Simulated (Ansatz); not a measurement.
CH2BFOS, SMILES `O=C(S)BF`, relaxed with RKS PBE-D4/def2-SVP in Ansatz from a rough embedded geometry. The force threshold is 0.03 eV/Å; the program also tests the step.

Total charge 0; spin multiplicity 1.

Start:

```xyz
7

O     1.571   -0.779   -0.394
C     0.370   -0.372   -0.295
S    -0.703   -0.411   -1.720
B    -0.207    0.060    1.095
F     0.681    0.190    2.251
H    -0.389    0.870   -2.106
H    -1.322    0.442    1.170
```

(1) How much energy does the relaxation release, and in how many steps? (An estimate is asked.)

(2) Which bonds change most? (Estimate.)

(3) Give the relaxed structure. (Estimate.)

Answers

(1) Ansatz gave: 25.63 kcal/mol, in 16 steps, 1 of them rejected.

(2) Ansatz gave: B4–F5 from 1.463 to 1.320 Å; O1–C2 from 1.272 to 1.216 Å; C2–S3 from 1.784 to 1.830 Å; C2–B4 from 1.566 to 1.610 Å.

(3) Ansatz gave: 
```xyz
7

O     1.715   -0.979   -0.268
C     0.645   -0.407   -0.336
S    -0.257   -0.242   -1.919
B    -0.111    0.228    0.936
F     0.299   -0.142    2.135
H    -1.256    0.524   -1.397
H    -1.035    1.017    0.849
```
